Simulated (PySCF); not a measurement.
**Electron affinity of Fe by level of theory**

Fe⁻ [Ar] 3d7 4s2 [3d3/2^4 3d5/2^3, M_J = 9/2] → Fe [Ar] 3d6 4s2 [3d3/2^4 3d5/2^2, M_J = 4], as a difference of total energies. Computed with PySCF 2.14 in x2c-SVPall-2c with one added diffuse shell each of s, d type (6s5p4d1f, 48 functions), with the two-component X2C-1e Hamiltonian. Correlated levels: [Ne] frozen; the 6 highest virtual spinors dropped. "Screened" scales the spin-orbit matrix elements by Boettger's factors to mimic the two-electron term; Breit and QED terms are absent.

| method | electron affinity (eV) |
| --- | --- |
| GHF (spin-free) | -2.273 |
| GMP2 (spin-free) | -0.489 |
| GHF (screened spin-orbit) | -2.258 |
| GMP2 (screened spin-orbit) | -0.475 |

Errors of the correlated levels include the incompleteness of this basis, which has no added diffuse functions for the anion, and the frozen core.

The labels give the starting determinants; with spin-orbit coupling the two ends relaxed to ⟨J²⟩ = 24.97, ⟨L²⟩ = 12.01, ⟨S²⟩ = 3.97 and ⟨J²⟩ = 20.02, ⟨L²⟩ = 6.01, ⟨S²⟩ = 6.01.

A negative affinity means that the anion lies above the atom at that level of theory.

For comparison: 0.153 eV (measured; photodetachment measurements, as compiled on the Wikipedia data page of electron affinities).
